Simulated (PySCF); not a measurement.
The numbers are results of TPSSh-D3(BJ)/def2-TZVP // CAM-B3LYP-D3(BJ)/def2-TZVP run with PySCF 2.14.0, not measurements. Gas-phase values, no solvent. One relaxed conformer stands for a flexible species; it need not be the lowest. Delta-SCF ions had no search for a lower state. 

Reference species (SMILES): `[InH3]` (neutral, multiplicity 1).

| Item | Result |
|---|---|
| HOMO | -7.64 eV |
| HOMO–LUMO gap | 5.47 eV |
| vertical ionisation energy (Delta-SCF) | 10.47 eV |
| LUMO | -2.17 eV |

Changed species: `[NH2][InH][NH2]` (1 of 3 NH2 replaced by H; the reference has 3 of 3 NH2 replaced by H).

### Question
What does the change do to the HOMO, HOMO–LUMO gap, vertical ionisation energy (Delta-SCF) and LUMO?

### Answer
the HOMO goes up by 1.85 eV, to -5.79 eV; the HOMO–LUMO gap drops by 0.29 eV, to 5.18 eV; the vertical ionisation energy (Delta-SCF) falls by 2.16 eV, to 8.31 eV; the LUMO rises by 1.56 eV, to -0.61 eV.
